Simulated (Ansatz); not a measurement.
`O=[CH][GeH3]` + `C[BH][GeH2][CH3]` → `[CH3][GeH2][GeH3]` + `CBC=O`  (redistribution)

Program: Ansatz. Geometries: PBE0-D4/def2-TZVP. ΔE: electronic, gas phase. CCSD(T)/CBS adds triple-zeta CCSD(T) − MP2 to the extrapolated MP2 energy (def2 sets, frozen cores). DFT in def2-TZVPP. For Ge outer-core shells are correlated without core-valence functions, which leaves a few kJ/mol of doubt a bond. Scalar relativity is left out up to krypton. One conformer a species, not always the lowest.

```json
{"species": "`O=[CH][GeH3]`", "ωB97M-V energy (Eh)": "-2192.58136"}
{"species": "`C[BH][GeH2][CH3]`", "ωB97M-V energy (Eh)": "-2183.30321"}
{"species": "`[CH3][GeH2][GeH3]`", "ωB97M-V energy (Eh)": "-4196.66053"}
{"species": "`CBC=O`", "ωB97M-V energy (Eh)": "-179.25042"}
```

(1) Work out ΔE.

Largest T1 diagnostic among the species: 0.016.

Results:

(1) ΔE = (-4196.66053) + (-179.25042) − (-2192.58136) − (-2183.30321) = -0.02638 Eh = -69.3 kJ/mol. CCSD(T)/CBS gives -66.1 kJ/mol.

In def2-TZVPP, CCSD(T) changes the Hartree–Fock value by +7.4 kJ/mol (the triples alone add +1.0 kJ/mol) and MP2 by +4.2 kJ/mol.
